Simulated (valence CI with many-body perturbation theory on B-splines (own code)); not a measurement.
**E1 line list for Pm28+**

Computed by relativistic CI+MBPT: five valence electrons over a frozen Dirac-Fock core [Ar] 3d10, a basis of 11 s, 11 p, 10 d, 8 f, 5 g, 2 h functions for each j, with the one-electron correlation potential Σ1 (screened to all orders), the two-electron term Σ2, the three-electron term Σ3, Breit, model QED; selected single and double excitations, second order for the rest, scaled by the run's own slope (own B-spline code, finite nucleus).

No measured spectrum was set against this ion. As an estimate, large intervals hold to a few tenths of a per cent, small ones and those within an open d or f shell to about a per cent. Among the levels kept, up to 2100 cm⁻¹ of a level comes from second order outside the variational space, and about a tenth of that is noise between levels of different J, which matters for small intervals.

Lines 201 to 250 of 560 in falling wavelength, among levels below 309.78 eV, chosen from the strongest by gf and those to the six lowest levels. Wavelengths and rates use the calculated energies. Electric multipoles are in the length gauge, E1 and E2 with the static RPA response of the core. Weak lines are less certain than strong ones. Lines between different terms over intervals too small for the method are left out, as are lines whose strength nearly cancels. Where a level lies close to another of its J and parity, the split of strength between their lines is uncertain. The highest levels of a list are the least certain.

Levels are named by their leading jj configuration (3d3/2^4 stands for four electrons in 3d with j = 3/2), which in mixed levels can hold well under half, so a name can repeat and another be missing. Letters in brackets count levels of one name in rising energy.

```
λ vac (Å)                               Upper                               Lower   A (s⁻¹)  S (a.u.)
    101.2          (4s^2 4p1/2 4d5/2^2) J=1/2      (4s^2 4p1/2 4p3/2 4d5/2) J=1/2  7.09e+10  7.26e-02
    101.2      (4s^2 4p3/2 4d3/2 4d5/2) J=1/2          (4s^2 4p3/2^2 4d3/2) J=1/2  7.68e+10  7.85e-02
    101.1  (4s 4p1/2 4p3/2^2 4d5/2) J=5/2 [d]            (4s 4p1/2 4p3/2^3) J=5/2  1.82e+10  5.58e-02
    101.1  (4s 4p1/2 4p3/2^2 4d5/2) J=3/2 [d]  (4s^2 4p1/2 4p3/2 4d3/2) J=5/2 [a]  6.11e+10  1.25e-01
    101.0  (4s^2 4p1/2 4p3/2 4d5/2) J=3/2 [b]          (4s^2 4p1/2 4p3/2^2) J=5/2  1.51e+11  3.07e-01
    101.0          (4s^2 4p1/2 4d5/2^2) J=3/2  (4s^2 4p1/2 4p3/2 4d3/2) J=1/2 [c]  4.65e+10  9.47e-02
    100.9  (4s^2 4p1/2 4p3/2 4f7/2) J=9/2 [b]  (4s^2 4p1/2 4p3/2 4d5/2) J=7/2 [b]  2.20e+10  1.11e-01
    100.9  (4s^2 4p1/2 4d3/2 4d5/2) J=5/2 [a]      (4s^2 4p1/2 4p3/2 4d3/2) J=7/2  6.19e+10  1.88e-01
    100.8  (4s^2 4p1/2 4p3/2 4d5/2) J=3/2 [c]          (4s^2 4p1/2 4p3/2^2) J=1/2  1.33e+11  2.69e-01
    100.6  (4s^2 4p3/2 4d3/2 4d5/2) J=3/2 [b]          (4s^2 4p3/2^2 4d3/2) J=5/2  1.45e+11  2.91e-01
    100.6  (4s^2 4p1/2 4p3/2 4f7/2) J=5/2 [a]  (4s^2 4p1/2 4p3/2 4d5/2) J=5/2 [b]  6.41e+10  1.93e-01
    100.5  (4s 4p1/2 4p3/2^2 4d5/2) J=5/2 [b]        (4s 4p1/2 4p3/2^3) J=3/2 [a]  2.06e+10  6.20e-02
    100.5      (4s^2 4p1/2 4d3/2 4d5/2) J=3/2  (4s^2 4p1/2 4p3/2 4d5/2) J=3/2 [a]  1.03e+11  2.07e-01
    100.3  (4s^2 4p1/2 4p3/2 4f5/2) J=5/2 [a]  (4s^2 4p1/2 4p3/2 4d3/2) J=5/2 [b]  3.01e+10  9.00e-02
    100.2          (4s^2 4p3/2 4d5/2^2) J=7/2          (4s^2 4p3/2^2 4d5/2) J=7/2  2.13e+10  8.45e-02
    100.1      (4s^2 4p1/2 4d3/2 4d5/2) J=9/2      (4s^2 4p1/2 4p3/2 4d3/2) J=7/2  3.58e+10  1.77e-01
    100.1  (4s 4p1/2^2 4p3/2 4d5/2) J=5/2 [b]          (4s 4p1/2^2 4p3/2^2) J=3/2  8.64e+10  2.57e-01
    100.1  (4s^2 4p3/2 4d3/2 4d5/2) J=5/2 [b]          (4s^2 4p3/2^2 4d5/2) J=7/2  1.83e+10  5.42e-02
    100.1  (4s 4p1/2 4p3/2^2 4d5/2) J=3/2 [a]        (4s 4p1/2 4p3/2^3) J=3/2 [a]  7.88e+10  1.56e-01
    100.1  (4s^2 4p1/2 4p3/2 4d5/2) J=7/2 [b]          (4s^2 4p1/2 4p3/2^2) J=5/2  1.44e+11  5.71e-01
    99.95  (4s^2 4p1/2 4d3/2 4d5/2) J=7/2 [a]  (4s^2 4p1/2 4p3/2 4d3/2) J=5/2 [a]  2.96e+10  1.17e-01
    99.72  (4s 4p1/2^2 4p3/2 4d5/2) J=7/2 [a]          (4s 4p1/2^2 4p3/2^2) J=5/2  1.02e+11  4.01e-01
    99.43  (4s 4p1/2 4p3/2^2 4d5/2) J=3/2 [c]            (4s 4p1/2 4p3/2^3) J=5/2  5.76e+10  1.12e-01
    99.32          (4s^2 4p3/2 4d5/2^2) J=9/2          (4s^2 4p3/2^2 4d3/2) J=7/2  1.34e+10  6.48e-02
    99.08  (4s 4p1/2 4p3/2^2 4d3/2) J=1/2 [e]  (4s^2 4p1/2 4p3/2 4d3/2) J=1/2 [b]  1.75e+11  1.68e-01
    99.07  (4s 4p1/2 4p3/2^2 4d5/2) J=3/2 [g]        (4s 4p1/2 4p3/2^3) J=3/2 [b]  9.57e+10  1.84e-01
    99.02  (4s 4p1/2 4p3/2^2 4d3/2) J=3/2 [b]          (4s 4p1/2^2 4p3/2^2) J=1/2  3.71e+10  7.10e-02
    99.01  (4s 4p1/2 4p3/2^2 4d5/2) J=1/2 [b]        (4s 4p1/2 4p3/2^3) J=3/2 [b]  1.29e+11  1.24e-01
    99.01          (4s^2 4p1/2 4d5/2^2) J=1/2  (4s^2 4p1/2 4p3/2 4d5/2) J=3/2 [c]  3.28e+11  3.15e-01
    98.97  (4s^2 4p1/2 4d3/2 4d5/2) J=7/2 [b]      (4s^2 4p1/2 4p3/2 4d5/2) J=9/2  2.09e+10  8.01e-02
    98.82  (4s^2 4p1/2 4p3/2 4f7/2) J=5/2 [b]  (4s^2 4p1/2 4p3/2 4d5/2) J=3/2 [c]  1.43e+11  4.08e-01
    98.72  (4s^2 4p1/2 4p3/2 4d3/2) J=1/2 [c]          (4s^2 4p1/2 4p3/2^2) J=3/2  5.28e+10  5.01e-02
    98.67  (4s 4p1/2 4p3/2^2 4d5/2) J=3/2 [d]      (4s^2 4p1/2 4p3/2 4d3/2) J=3/2  8.23e+10  1.56e-01
    98.60      (4s^2 4p1/2 4p3/2 4d5/2) J=1/2          (4s^2 4p1/2 4p3/2^2) J=1/2  3.03e+11  2.87e-01
    98.57  (4s 4p1/2 4p3/2^2 4d5/2) J=7/2 [d]            (4s 4p1/2 4p3/2^3) J=5/2  1.16e+11  4.38e-01
    98.43  (4s^2 4p1/2 4d3/2 4d5/2) J=5/2 [a]  (4s^2 4p1/2 4p3/2 4d3/2) J=5/2 [a]  4.99e+10  1.41e-01
    98.42        (4s 4p1/2 4p3/2^3) J=3/2 [a]          (4s^2 4p1/2^2 4p3/2) J=3/2  1.07e+10  2.02e-02
    98.37          (4s^2 4p1/2 4d3/2^2) J=1/2  (4s^2 4p1/2 4p3/2 4d3/2) J=1/2 [a]  1.24e+11  1.17e-01
    98.36          (4s^2 4p1/2^2 4f7/2) J=7/2          (4s^2 4p1/2^2 4d5/2) J=5/2  7.56e+10  2.84e-01
    98.34  (4s^2 4p1/2 4p3/2 4f5/2) J=7/2 [b]  (4s^2 4p1/2 4p3/2 4d5/2) J=7/2 [b]  2.32e+10  8.73e-02
    98.29            (4s 4p3/2^3 4d3/2) J=7/2  (4s^2 4p1/2 4p3/2 4d3/2) J=5/2 [b]  2.33e+10  8.72e-02
    98.27  (4s 4p1/2 4p3/2^2 4d5/2) J=5/2 [f]            (4s 4p1/2 4p3/2^3) J=5/2  1.03e+11  2.90e-01
    98.22          (4s^2 4p1/2 4d5/2^2) J=7/2  (4s^2 4p1/2 4p3/2 4d5/2) J=7/2 [a]  7.04e+10  2.64e-01
    98.04          (4s^2 4p3/2 4d5/2^2) J=5/2          (4s^2 4p3/2^2 4d5/2) J=7/2  2.59e+11  7.22e-01
    97.98          (4s^2 4p3/2^2 4d5/2) J=1/2                (4s^2 4p3/2^3) J=3/2  4.60e+11  4.27e-01
    97.91  (4s 4p1/2 4p3/2^2 4d3/2) J=5/2 [a]          (4s 4p1/2^2 4p3/2^2) J=3/2  5.83e+10  1.62e-01
    97.90          (4s^2 4p3/2^2 4f5/2) J=7/2          (4s^2 4p3/2^2 4d3/2) J=5/2  3.35e+10  1.24e-01
    97.81  (4s^2 4p1/2 4p3/2 4d5/2) J=3/2 [b]          (4s^2 4p1/2 4p3/2^2) J=3/2  1.04e+11  1.92e-01
    97.46      (4s^2 4p1/2 4p3/2 4f7/2) J=3/2      (4s^2 4p1/2 4p3/2 4d5/2) J=1/2  2.24e+11  4.10e-01
    97.40  (4s^2 4p1/2 4p3/2 4f5/2) J=3/2 [b]  (4s^2 4p1/2 4p3/2 4d5/2) J=3/2 [b]  1.09e+11  1.99e-01
```
